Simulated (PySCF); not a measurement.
**How methods differ on the excitation energy of Be**

Be [He] 2s2 (1S) → Be [He] 2s1 2p1 (3P), as a difference of total energies. Computed with PySCF 2.14 in dyall-acv3z (15s9p4d2f, 76 functions), with the spin-free X2C one-electron Hamiltonian (Gaussian nucleus). Correlated levels: valence: 1s2 frozen; valence and next inner shell: nothing frozen; virtual orbitals above 40 to 60 times the deepest correlated orbital energy dropped. The calculations carry no spin-orbit coupling.

```
                                method  excitation energy (eV)  error (eV)
                                   UHF                   1.617      -1.108
                                   LDA                   2.402      -0.323
                                   PBE                   2.304      -0.421
                                  PBE0                   2.285      -0.440
                                r2SCAN                   2.131      -0.594
                                  PW91                   2.312      -0.413
                               LC-wPBE                   2.234      -0.491
                             BHandHLYP                   2.467      -0.258
                                  BLYP                   2.467      -0.258
                         MP2 (valence)                   2.334      -0.391
                     SCS-MP2 (valence)                   2.544      -0.181
    MP2 (valence and next inner shell)                   2.354      -0.371
SCS-MP2 (valence and next inner shell)                   2.565      -0.160
```

Reference: 2.725 eV (measured; NIST levels, between the centres of gravity of the two terms).

Errors of the correlated levels include the incompleteness of this basis and the frozen core.
